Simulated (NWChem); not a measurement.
System: HSe₂Br; SMILES [SeH][Se]Br

Input file for NWChem:

```
start job
memory heap 200 mb stack 900 mb global 1100 mb
geometry units angstroms noautosym nocenter noautoz
  Se     0.954684    -0.027784     0.010862
  Br    -0.450589     1.861237     0.006049
  Se    -0.465714    -1.827868     0.034491
  H     -0.643582    -1.945439    -1.429110
end
basis spherical
  * library 6-311g**
end
dft
  xc b3lyp
  iterations 150
end
property
  shielding
end
task dft property
```

Parts of the log:

```
             Northwest Computational Chemistry Package (NWChem) 7.3.0
             --------------------------------------------------------

                             Geometry "geometry" -> ""
                             -------------------------

 Output coordinates in angstroms (scale by  1.889725989 to convert to a.u.)

  No.       Tag          Charge          X              Y              Z
 ---- ---------------- ---------- -------------- -------------- --------------
    1 Se                  34.0000     0.95468400    -0.02778400     0.01086200
    2 Br                  35.0000    -0.45058900     1.86123700     0.00604900
    3 Se                  34.0000    -0.46571400    -1.82786800     0.03449100
    4 H                    1.0000    -0.64358200    -1.94543900    -1.42911000

 Effective nuclear repulsion energy (a.u.)     727.8786403742

                              NWChem Property Module
                              ----------------------

  itol2e modified to match energy
  convergence criterion.

                                 NWChem DFT Module
                                 -----------------

 Summary of "ao basis" -> "ao basis" (spherical)
 ------------------------------------------------------------------------------
       Tag                 Description            Shells   Functions and Types
 ---------------- ------------------------------  ------  ---------------------
 Se                         6-311g**                18       44   8s7p3d
 Br                         6-311g**                18       44   8s7p3d
 H                          6-311g**                 4        6   3s1p

  itol2e modified to match energy
  convergence criterion.

            General Information
            -------------------
          SCF calculation type: DFT
          Wavefunction type:  closed shell.
          No. of atoms     :     4
          No. of electrons :   104
           Alpha electrons :    52
            Beta electrons :    52
          Charge           :     0
          Spin multiplicity:     1
          Use of symmetry is: off; symmetry adaption is: off
          Maximum number of iterations: 150
          AO basis - number of functions:   138
                     number of shells:    58
          Convergence on energy requested:  1.00D-07
          Convergence on density requested:  1.00D-05
          Convergence on gradient requested:  5.00D-04

              XC Information
              --------------
                         B3LYP Method XC Potential
                     Hartree-Fock (Exact) Exchange  0.200
                        Slater Exchange Functional  0.800 local
                    Becke 1988 Exchange Functional  0.720 non-local
              Lee-Yang-Parr Correlation Functional  0.810
                  VWN I RPA Correlation Functional  0.190 local

             Grid Information
             ----------------
          Grid used for XC integration:  fine
          Radial quadrature: Mura-Knowles
          Angular quadrature: Lebedev.
          Tag              B.-S. Rad. Rad. Pts. Rad. Cut. Ang. Pts.
          ---              ---------- --------- --------- ---------
          Se                  1.15      140          11.0       974
          Br                  1.15      140          12.0       974
          H                   0.35       60          12.0       590
          Grid pruning is: on
          Number of quadrature shells:   480
          Spatial weights used:  Erf1

      Superposition of Atomic Density Guess
      -------------------------------------

 Sum of atomic energies:       -7372.38813849

      Non-variational initial energy
      ------------------------------

 Total energy =   -7372.812202
 1-e energy   =  -11723.562702
 2-e energy   =    3622.871860
 HOMO         =      -0.242049
 LUMO         =      -0.078213

   convergence    iter        energy       DeltaE   RMS-Dens  Diis-err
 ---------------- ----- ----------------- --------- --------- ---------
 d= 0,ls=0.0,diis     1  -7377.8061778829 -8.11D+03  7.55D-03  1.05D+01
 d= 0,ls=0.0,diis     2  -7377.8251105855 -1.89D-02  8.40D-03  3.99D-01
 d= 0,ls=0.0,diis     3  -7377.7770668745  4.80D-02  4.96D-03  8.02D-01
 d= 0,ls=0.0,diis     4  -7377.8781347578 -1.01D-01  7.00D-04  1.54D-02
 d= 0,ls=0.0,diis     5  -7377.8793004920 -1.17D-03  2.72D-04  1.18D-03
  Resetting Diis
 d= 0,ls=0.0,diis     6  -7377.8794073160 -1.07D-04  1.00D-04  3.43D-04
 d= 0,ls=0.0,diis     7  -7377.8794391860 -3.19D-05  3.04D-05  7.17D-06
 d= 0,ls=0.0,diis     8  -7377.8794384709  7.15D-07  2.14D-05  1.21D-05
 d= 0,ls=0.0,diis     9  -7377.8794399505 -1.48D-06  3.99D-06  6.65D-07
 d= 0,ls=0.0,diis    10  -7377.8794400178 -6.73D-08  6.26D-07  7.70D-09

         Total DFT energy =    -7377.879440017758
      One electron energy =   -11722.522743526551
           Coulomb energy =     3882.889775788568
    Exchange-Corr. energy =     -266.125112653985
 Nuclear repulsion energy =      727.878640374211

 Numeric. integr. density =      104.000000061286

                       DFT Final Molecular Orbital Analysis
                       ------------------------------------

 Vector   50  Occ=2.000000D+00  E=-2.996378D-01
              MO Center= -3.2D-01,  1.2D+00,  1.3D-02, r^2= 3.6D+00
   Bfn.  Coefficient  Atom+Function         Bfn.  Coefficient  Atom+Function
  ----- ------------  ---------------      ----- ------------  ---------------
    68      0.461782  2 Br px                71      0.306484  2 Br px
    59     -0.243210  2 Br px                69      0.204743  2 Br py
    65      0.202113  2 Br px               112      0.191725  3 Se px
    72      0.153271  2 Br py                24     -0.145137  1 Se px
     8     -0.142070  1 Se s                115      0.129559  3 Se px

[...]

          -----------------------------------------
          Chemical Shielding Tensors (GIAO, in ppm)
          -----------------------------------------

                                NWChem CPHF Module
                                ------------------

  scftype          =     RHF
  nclosed          =       52
  nopen            =        0
  variables        =     4472
  # of vectors     =        3
  tolerance        = 0.10D-03
  level shift      = 0.00D+00
  max iterations   =       50
  max subspace     =       30

 SCF residual:    3.7369398646924500E-005

Iterative solution of linear equations
  No. of variables     4472
  No. of equations        3
  Maximum subspace       30
        Iterations       50
       Convergence  1.0D-04

   iter   nsub   residual    time
   ----  ------  --------  ---------
     1      3    6.86D-01      48.8
     2      6    5.76D-02      54.1
     3      9    5.55D-03      59.3
     4     12    3.02D-04      64.6
     5     15    3.63D-05      70.2

      Atom:    1  Se
        Diamagnetic
   2997.7557     -0.2764      0.0355
     -0.2764   3005.2434      0.0892
      0.0355      0.0892   2984.2268

        Paramagnetic
  -2115.9539   -791.9396    -82.1590
   -791.9396  -2407.5344    -91.6444
    -82.1590    -91.6444  -3172.4557

        Total Shielding Tensor
    881.8018   -792.2160    -82.1235
   -792.2160    597.7090    -91.5551
    -82.1235    -91.5551   -188.2290

           isotropic =     430.4273
          anisotropy =    1671.2826

          Principal Components and Axis System
                 1           2           3
             1544.6157   -264.1432     10.8094

      1         0.7671      0.3387      0.5449
      2        -0.6415      0.4017      0.6535
      3        -0.0025      0.8508     -0.5254

      Atom:    2  Br
        Diamagnetic
   3120.3069     -8.0340      0.0799
     -8.0340   3127.9720     -0.0728
      0.0799     -0.0728   3114.4016

        Paramagnetic
   -927.4948   -146.0775     23.4939
   -146.0775   -161.3699      9.7586
     23.4939      9.7586  -2347.7775

        Total Shielding Tensor
   2192.8121   -154.1115     23.5738
   -154.1115   2966.6021      9.6858
     23.5738      9.6858    766.6241

           isotropic =    1975.3461
          anisotropy =    1531.2473

          Principal Components and Axis System
                 1           2           3
             2996.1776   2163.6946    766.1660

      1        -0.1883      0.9820     -0.0171
      2         0.9821      0.1883     -0.0056
      3         0.0023      0.0179      0.9998

      Atom:    3  Se
        Diamagnetic
   2993.7714      8.0935      0.7310
      8.0935   3001.1179      0.4362
      0.7310      0.4362   2994.7236

        Paramagnetic
  -1437.5036    175.8473     59.7553
    175.8473  -1213.7033    136.2666
     59.7553    136.2666  -2313.7856

        Total Shielding Tensor
   1556.2678    183.9408     60.4863
    183.9408   1787.4146    136.7028
     60.4863    136.7028    680.9380

           isotropic =    1341.5401
          anisotropy =     848.4366

          Principal Components and Axis System
                 1           2           3
             1907.1645   1454.8161    662.6397

      1         0.4771      0.8777     -0.0438
      2         0.8705     -0.4789     -0.1135
      3         0.1206     -0.0160      0.9926

      Atom:    4  H
        Diamagnetic
     18.6293      3.6783      5.0359
      3.6783     21.8147      4.8131
      5.0359      4.8131     43.8005

        Paramagnetic
      1.9059      0.6441     -1.2335
      0.6441      2.9096     -0.5269
     -1.2335     -0.5269     -8.7895

        Total Shielding Tensor
     20.5352      4.3223      3.8024
      4.3223     24.7243      4.2862
      3.8024      4.2862     35.0110

           isotropic =      26.7568
          anisotropy =      16.9551

          Principal Components and Axis System
                 1           2           3
               38.0602     24.4478     17.7625

      1         0.2840      0.4121      0.8658
      2         0.3756      0.7830     -0.4959
      3         0.8822     -0.4660     -0.0676
```

Level: B3LYP/6-311G** (spherical d), GIAO. All runs use the structure optimised with PBE0/def2-SVP. The printed shielding anisotropy is the first printed principal value minus the mean of the other two.
